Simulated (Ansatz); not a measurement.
Geometry optimisation, Ansatz 0.2.0, RKS BLYP-D4/def2-SVP.

input.yaml

```yaml
crystal:
  periodic: [false, false, false]
  atoms:
    - { symbol: Si, position_ang: [-1.2775, 1.5895, 0.8209] }
    - { symbol: Si, position_ang: [0.7118, 0.639, 1.1515] }
    - { symbol: Si, position_ang: [0.5851, -1.375, 0.0378] }
    - { symbol: C, position_ang: [0.2623, -1.1405, -1.7243] }
    - { symbol: Cl, position_ang: [-1.19152, -0.29193, -2.09435] }
    - { symbol: H, position_ang: [-1.3806, 3.0009, 1.4267] }
    - { symbol: H, position_ang: [-2.3792, 0.7972, 1.3953] }
    - { symbol: H, position_ang: [-1.5487, 1.7735, -0.6562] }
    - { symbol: H, position_ang: [0.9666, 0.4457, 2.65] }
    - { symbol: H, position_ang: [1.8204, 1.4914, 0.6412] }
    - { symbol: H, position_ang: [-0.433, -2.2159, 0.7275] }
    - { symbol: H, position_ang: [1.9251, -2.1004, 0.2249] }
    - { symbol: H, position_ang: [0.22697, -2.21294, -2.28223] }
    - { symbol: H, position_ang: [1.12456, -0.67553, -2.2174] }
basis:
  gaussian: { orbitals: def2-SVP }
hamiltonian:
  xc: blyp
  dispersion: d4
relax:
  f_tol: 0.015
  max_steps: 40
output:
  orbitals: {}
```

Launched with:

```bash
$ ansatz run input.yaml --threads 2 --pin off --max-ram 3072MiB --backend cpu --events-out ev --progress --plain --runs-dir out
```

Where does it end, and by what steps?

The run converged. After 9 steps the energy has fallen by 0.723 eV; H8 moved furthest, 0.63 Å.

| step | energy less start (eV) | largest force component (eV/Å) | accepted |
| --- | --- | --- | --- |
| 0 | 0.0000 | 3.191 | yes |
| 1 | -0.5613 | 1.442 | yes |
| 2 | -0.6804 | 0.274 | yes |
| 3 | -0.7153 | 0.054 | yes |
| 4 | -0.7150 | 0.298 | no |
| 5 | -0.7186 | 0.030 | yes |
| 6 | -0.7214 | 0.015 | yes |
| 7 | -0.7220 | 0.070 | yes |
| 8 | -0.7227 | 0.037 | yes |
| 9 | -0.7227 | 0.012 | yes |

```xyz
14
Properties=species:S:1:pos:R:3
Si -1.385 1.792 0.839
Si 0.676 0.660 1.095
Si 0.698 -1.483 0.106
C 0.343 -1.331 -1.772
Cl -1.261 -0.472 -2.027
H -1.469 2.898 1.855
H -2.528 0.849 1.072
H -1.494 2.391 -0.529
H 0.988 0.504 2.559
H 1.778 1.484 0.482
H -0.352 -2.364 0.717
H 2.038 -2.150 0.268
H 0.264 -2.317 -2.268
H 1.117 -0.737 -2.295
```

Run time: 34 s on 2 threads of Intel(R) Xeon(R) Platinum 8259CL CPU @ 2.50GHz (Skylake/Cascade Lake) (shared host), peak memory 0.21 GiB.
